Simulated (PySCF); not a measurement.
Species: C6H12AlN.
Z-matrix (Å and degrees, PBE0-D3(BJ)/def2-SVP geometry), rows numbered from 1:
```
Al
N   1  2.0275
C   2  1.1521  1  174.40
C   3  1.4514  2  176.54  1     7.09
C   4  1.5317  3  111.89  1    -0.44
C   5  1.5479  4  116.00  3   -51.09
C   6  1.5439  5   89.97  4   114.08
C   7  1.5438  6   89.97  5     4.89
H   1  1.6059  2   98.68  3    62.88
H   1  1.6065  2   98.44  3   -56.09
H   1  1.6025  2  100.98  3  -176.54
H   4  1.1029  3  107.67  5   122.31
H   4  1.1029  3  107.67  5  -122.34
H   5  1.1003  4  106.53  3  -179.47
H   6  1.0990  5  113.20  4  -129.18
H   6  1.1013  5  115.44  4    -4.36
H   7  1.0987  6  115.36  5   123.18
H   7  1.0994  6  113.77  5  -111.15
H   8  1.0990  5  113.18  4   129.13
H   8  1.1013  5  115.45  4     4.30
```

Linear response at CAM-B3LYP/def2-SVPD (PySCF, frozen core in the response, non-relativistic). The structure is a single PBE0-D3(BJ)/def2-SVP conformer in the gas phase; no vibrational or solvent corrections.

Static isotropic polarisability: 106.86 au (15.84 Å³), principal values 94.4, 100.9, 125.2 au.

Q: What is the polarisability at 1064 nm and at the sodium D line?

A: 107.96 au at 1064 nm (+1.0 %), 110.58 au at 589.3 nm (+3.5 %). The rise at 589.3 nm is 3.39 times that at 1064 nm; a pure ω² law gives 3.26. The lowest singlet lies at 209 nm, shorter than both wavelengths.

Q: What is the isotropic C6 coefficient between two such molecules, C6 = (3/π)∫α(iω)² dω?

A: 4289 au (Eh·bohr⁶) by a ten-point quadrature over imaginary frequencies, which is 2560 eV·Å⁶ or 247 J·nm⁶/mol.

Q: Which effective excitation energy ω̄ makes London's formula C6 = (3/4)α²ω̄ exact here?

A: ω̄ = 4·C6/(3α²) = 0.501 Eh = 13.6 eV. A one-pole form α(ω) = α/(1 − ω²/ω̄²) fitted to the 1064 nm value gives 11.6 eV.

Q: How anisotropic is the static polarisability, by Δα² = ½[(α1 − α2)² + (α2 − α3)² + (α3 − α1)²]?

A: Δα = 28.1 au, or 0.26 of the isotropic value.

Q: What n − 1 at the D line would an ideal gas of it have at 273.15 K and 1 atm (2.6868 × 10¹⁹ cm⁻³), by n − 1 = 2π·N·α′?

A: 27.66 × 10⁻⁴, a formal value whether or not that pressure can be reached.

Q: What three-body coefficient follows from the one-pole estimate C9 = (3/4)·α·C6?

A: 344000 au. This is an estimate from the two numbers above, not a computed integral.
